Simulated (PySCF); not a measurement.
Start geometry of `C=C[C@@H]1COBO[C@@H]1F` from GFN2-xTB (Å):
```
atom  x, y, z in Å
C1    -2.689   -0.166    0.079
C2    -1.549    0.455    0.225
C3    -0.244   -0.203   -0.026
C4     0.718   -0.143    1.216
O5     1.975   -0.650    0.931
B6     2.471   -0.583   -0.303
O7     1.796   -0.075   -1.368
C8     0.562    0.490   -1.166
F9     0.706    1.827   -0.827
H10   -2.786   -1.173   -0.225
H11   -3.647    0.369    0.265
H12   -1.482    1.495    0.542
H13   -0.391   -1.235   -0.325
H14    0.758    0.894    1.572
H15    0.263   -0.765    2.029
H16    3.536   -1.006   -0.498
H17   -0.013    0.481   -2.109
```

Problem. What comes out of this run: PySCF, PBE0-D3(BJ)/def2-SVP geometry optimisation, gas phase?

Solution. 
```
atom  x, y, z in Å
C1    -2.7175   -0.1138    0.0036
C2    -1.5403    0.4939    0.1507
C3    -0.2160   -0.1545   -0.1044
C4     0.5743   -0.3430    1.1881
O5     1.8802   -0.8208    0.9459
B6     2.4880   -0.6144   -0.2417
O7     1.8822    0.0700   -1.2663
C8     0.6505    0.6592   -1.0622
F9     0.8446    1.9065   -0.5192
H10   -2.7848   -1.1528   -0.3354
H11   -3.6568    0.4028    0.2161
H12   -1.5016    1.5353    0.4911
H13   -0.3721   -1.1402   -0.5753
H14    0.6377    0.6161    1.7295
H15    0.0614   -1.0634    1.8421
H16    3.5890   -1.0621   -0.4269
H17    0.1673    0.8009   -2.0421
```

The energy falls by 19.8 kJ/mol over 6 energy and gradient evaluations, the largest force component goes from 0.0471 to 4.5e-04 Eh/bohr, and the atoms move by 0.095 Å rms after alignment. The bond that changes most is C3–C4 (allylic carbon to sp3 carbon bound to oxygen), which shortens by 0.045 Å. Bonds longer at the end by more than 0.005 Å: 11 of 17; shorter: 5. Among the angles that change most is C4–C3–C8, from 104.2° to 107.7°. Among the dihedrals that turn most is C1–C2–C3–C4, from -124° to -112°. Rotational constants go from 2787, 1326, 1088 to 2790, 1324, 1080 MHz. The orientation of the end geometry is arbitrary; only internal coordinates are fixed.

The run used 166 basis functions and 43 SCF cycles in all. Time: 61 s wall; peak memory 0.70 GiB. Hardware: one thread, Arm Neoverse V2 (aarch64), no GPU (shared host).

Stationary, but not proved a minimum. One conformer, not necessarily the lowest.
